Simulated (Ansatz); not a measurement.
Geometry optimisation, Ansatz 0.2.0, RHF/def2-mTZVP.

Input file:

```yaml
crystal:
  periodic: [false, false, false]
  atoms:
    - { symbol: C, position_ang: [-1.2051, -0.6263, -1.3858] }
    - { symbol: Si, position_ang: [-0.1977, -1.2442, -0.0107] }
    - { symbol: B, position_ang: [0.2334, 0.209, 1.1849] }
    - { symbol: C, position_ang: [1.1473, 1.483, 0.6751] }
    - { symbol: Cl, position_ang: [0.31869, 2.96389, 0.86718] }
    - { symbol: H, position_ang: [-2.1795, -0.1217, -0.9786] }
    - { symbol: H, position_ang: [-0.6645, 0.1973, -1.9519] }
    - { symbol: H, position_ang: [-1.4812, -1.3935, -2.0913] }
    - { symbol: H, position_ang: [1.0412, -1.8031, -0.525] }
    - { symbol: H, position_ang: [-0.9349, -2.2738, 0.7488] }
    - { symbol: H, position_ang: [-0.075, 0.1463, 2.3522] }
    - { symbol: H, position_ang: [2.08758, 1.46114, 1.20666] }
    - { symbol: H, position_ang: [1.38021, 1.2081, -0.46066] }
basis:
  gaussian: { orbitals: def2-mTZVP }
hamiltonian:
  xc: hf
relax:
  f_tol: 0.015
  max_steps: 40
```

Command:

```bash
$ ansatz run input.yaml --threads 2 --pin off --max-ram 3072MiB --backend cpu --events-out ev --progress --plain --runs-dir out
```

Question: Where does it end, and by what steps?

Answer: The run converged. The force dipped under the threshold on the way, but the program's further checks kept it going. After 33 steps the energy has fallen by 0.919 eV; H11 moved furthest, 1.79 Å.

```tsv
step	energy less start (eV)	largest force component (eV/Å)	accepted
0	0.0000	4.721	yes
2	-0.8104	0.733	yes
4	-0.8587	0.122	yes
6	-0.8603	0.026	yes
8	-0.8605	0.015	yes
10	-0.8600	0.231	no
12	-0.8620	0.046	yes
14	-0.8654	0.339	yes
16	-0.8831	0.056	yes
18	-0.8925	0.166	yes
20	-0.9014	0.069	yes
22	-0.9076	0.228	yes
24	-0.9135	0.084	yes
26	-0.9160	0.123	yes
28	-0.9183	0.044	yes
30	-0.9189	0.027	yes
32	-0.9192	0.017	yes
33	-0.9192	0.009	yes
```

```xyz
13
Properties=species:S:1:pos:R:3
C -1.566 -1.050 -1.446
Si -0.097 -1.016 -0.259
B 0.023 0.739 0.792
C 1.412 1.437 1.025
Cl 1.383 2.924 2.070
H -2.499 -0.894 -0.917
H -1.483 -0.277 -2.202
H -1.630 -2.003 -1.958
H 1.155 -1.273 -1.011
H -0.232 -2.106 0.739
H -0.962 1.227 1.236
H 2.123 0.761 1.482
H 1.844 1.739 0.079
```

The run took 53 s on 2 threads of AMD EPYC 9R14 (Zen 4), with other jobs on the host, peak memory 0.29 GiB.
